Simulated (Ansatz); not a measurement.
CH6F2O2Si2, SMILES `CO[SiH](F)O[SiH2]F` at its PBE0-D4/def2-TZVP geometry, where that method's forces vanish. Total charge 0; spin multiplicity 1.

```xyz
13

C    -0.0640   -1.5927   -1.3289
O     1.0308   -0.7979   -0.9195
Si    1.3025   -0.2429    0.5730
F     2.6093    0.6439    0.4727
O     0.0846    0.6846    1.1132
Si   -1.0640    1.7915    0.8227
F    -2.0898    1.1943   -0.2445
H    -1.0004   -1.0309   -1.2722
H    -0.1524   -2.4970   -0.7178
H     0.1066   -1.8898   -2.3639
H     1.5269   -1.3147    1.5549
H    -1.8093    2.0353    2.0726
H    -0.4807    3.0162    0.2377
```

Q: What forces (eV/Å) does PBE-D4/def2-TZVPP give on these atoms in Ansatz? (Best estimate.)

A: Ansatz gave: 
```
C1  -0.168 -0.126 -0.061
O2   0.301  0.075 -0.379
Si3 -0.030 -0.321  0.251
F4   0.561  0.358 -0.042
O5  -0.034 -0.045  0.328
Si6  0.027  0.403  0.221
F7  -0.430 -0.222 -0.432
H8  -0.219  0.104  0.002
H9  -0.040 -0.205  0.119
H10  0.020 -0.075 -0.229
H11  0.021 -0.131  0.128
H12 -0.086  0.029  0.161
H13  0.076  0.157 -0.068
```
